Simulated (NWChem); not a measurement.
System: TiCl3F; SMILES [Cl][Ti]([Cl])([Cl])[F]

NWChem input:

```
start job
memory heap 200 mb stack 900 mb global 1100 mb
geometry units angstroms noautoz
  Ti     0.000000     0.000000     0.252693
  F      0.000000     0.000000     1.967986
  Cl     1.857049     0.845821    -0.456592
  Cl    -1.661027     1.185341    -0.456592
  Cl    -0.196022    -2.031162    -0.456592
end
basis spherical
  * library def2-svp
end
dft
  xc pbe0
  iterations 150
  convergence damp 70 ncydp 30 lshift 0.3 ncysh 40
  mulliken
end
task dft energy
```

All runs use the structure optimised with PBE0/def2-SVP.

Problem. What results follow from this input? (PBE0/def2-SVP.) Quantities: energy (Ha); highest occupied level (eV); orbital gap (eV); dipole (D).

Solution. 
- energy (Ha): -2328.81
- highest occupied level (eV): -9.56
- orbital gap (eV): 5.86
- dipole (D): 0.13
